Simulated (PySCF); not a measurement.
## Working out the ionisation energy of Se⁺

Se⁺ [Ar] 3d10 4s2 4p3 (4S) → Se²⁺ [Ar] 3d10 4s2 4p2 (3P). Calculation: PySCF 2.14, in aug-cc-pVDZ-DK (6s5p3d, 36 functions); the spin-free X2C one-electron Hamiltonian (Gaussian nucleus). Frozen: [Ar] 3d10. Energies in hartree (1 hartree = 27.21139 eV):

| part | Se⁺ (lower) | Se²⁺ (upper) |
| --- | --- | --- |
| UHF | -2427.647810 | -2426.881924 |
| CCSD correlation | -0.072142 | -0.060445 |
| (T) | -0.000822 | -0.000597 |

What does Hartree-Fock give?

(-2426.881924) − (-2427.647810) = 0.765886 hartree = 20.841 eV.

What do CCSD and CCSD(T) give?

The CCSD correlation energies differ by 0.011697 hartree = 0.318 eV and the triples by 0.000225 hartree = 0.006 eV, so CCSD gives 21.159 eV and CCSD(T) 21.165 eV.

Reference: 21.196 ± 0.01 eV (measured; NIST Atomic Spectra Database, ionization energies), between the lowest levels; spin-orbit coupling is absent from the calculation.

A double-zeta basis recovers only part of the correlation energy.

What remains against the reference includes basis incompleteness, the frozen core and higher excitations.
